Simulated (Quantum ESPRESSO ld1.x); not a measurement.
Radial electron density D(r) = 4 pi r^2 rho(r) of an atom or ion with 10 electrons. Calculated with ld1.x of Quantum ESPRESSO 7.5: scalar-relativistic Kohn-Sham, PBE, spin-unpolarised, spherical densities, point nucleus.

| r (bohr) | D(r) (e/bohr) |
|---|---|
| 0.00504 | 1.066 |
| 0.006156 | 1.522 |
| 0.007459 | 2.125 |
| 0.00911 | 2.976 |
| 0.01113 | 4.115 |
| 0.01359 | 5.599 |
| 0.01647 | 7.390 |
| 0.02011 | 9.640 |
| 0.02457 | 12.22 |
| 0.02977 | 14.86 |
| 0.03636 | 17.49 |
| 0.04441 | 19.60 |
| 0.05381 | 20.71 |
| 0.06572 | 20.58 |
| 0.08027 | 19.15 |
| 0.09804 | 16.91 |
| 0.1188 | 14.95 |
| 0.1451 | 14.18 |
| 0.1772 | 15.29 |
| 0.2147 | 17.66 |
| 0.2623 | 19.90 |
| 0.3203 | 20.08 |
| 0.3881 | 17.44 |
| 0.4741 | 12.47 |
| 0.579 | 7.110 |
| 0.7072 | 3.108 |
| 0.857 | 1.045 |
| 1.047 | 0.2317 |
| 1.278 | 0.03236 |

What is the nuclear charge?

Answer. Z = 18. The innermost maximum, from 1s, lies near gamma/Z bohr with gamma = sqrt(1 - (Z/c)^2) = 0.991, here 0.0551 bohr (found: 0.0583), and its height grows with Z. The density is that of the argon ion Ar8+ in [Ne]; the configuration itself is not fixed sharply by these data, and Z only to about a unit. D(r) has 2 maxima, at r = 0.0583, 0.293 bohr, and minima at 0.143 bohr, inside which lie 2.18 electrons.
